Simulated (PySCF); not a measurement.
Cd (cadmium, neutral) across methods

[Kr] 4d10 5s1 5p1, high-spin 3P determinant (an excited configuration). Computed with PySCF 2.14 in x2c-TZVPPall with one added diffuse shell each of s, p, d, f type (9s7p7d3f1g, 95 functions), with scalar relativity by spin-free X2C-1e.

```csv
method,E (hartree),mean ε 4d β (eV),mean ε 5s α (eV),mean ε 5p α (eV),Σ⟨r²⟩ (bohr²),⟨S²⟩
UHF,-5591.22175,-21.095,-10.262,-5.028,59.35,2.003
TPSSh,-5593.60,-14.153,-7.613,-2.775,58.45,2.002
BHandHLYP,-5593.81,-17.514,-8.936,-3.697,58.58,2.001
PBE0,-5593.48,-15.467,-8.187,-3.202,58.50,2.002
wB97M-V,-5593.43,-18.010,-10.252,-4.849,58.47,2.001
BP86,-5594.48,-13.440,-7.462,-2.605,58.60,2.002
PBE,-5593.40,-13.330,-7.307,-2.506,59.04,2.002
LDA,-5588.15,-13.519,-7.558,-2.553,58.51,2.001
```

Question: Estimate the same row for r2SCAN.

Answer: E (hartree) = -5593.83; mean ε 4d β (eV) = -13.640; mean ε 5s α (eV) = -7.533; mean ε 5p α (eV) = -2.680; Σ⟨r²⟩ (bohr²) = 57.78; ⟨S²⟩ = 2.003.
